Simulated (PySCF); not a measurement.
Computed shifts of a molecule C₃H₁₀OSi₂, KT2/pcSseg-1 run with PySCF, GIAO, gas phase, atoms alike by connectivity averaged where their shifts nearly agree, in ppm (number of nuclei): ¹³C: 70.9 (1), 69.4 (1), -1.0 (1). ²⁹Si: 15.5 (1), -79.8 (1). ¹H: 6.08 (1), 5.25 (1), 4.87 (2), 4.26 (3), 0.90 (3). References: ¹³C against TMS (σ = 185.1 ppm); ²⁹Si against TMS (σ = 361.9 ppm); ¹⁷O against H2O (σ = 330.4 ppm); ¹H against TMS (σ = 31.47 ppm), references at their B3LYP-D3(BJ)/def2-TZVP geometries, non-relativistic. Coordinates come from a PBE0-D3(BJ)/def2-SVP optimisation. Other conformers were not sampled.

Problem. Pick the molecule that these values belong to.
(A) C[Si@H]1CO[C@H]1[SiH3]
(B) OC1[C@@H]([SiH3])[C@@H]1[SiH3]
(C) C[SiH](C)[SiH2]C=O
(D) C/C(=C\[SiH3])O[SiH3]

Solution. A, C[Si@H]1CO[C@H]1[SiH3]
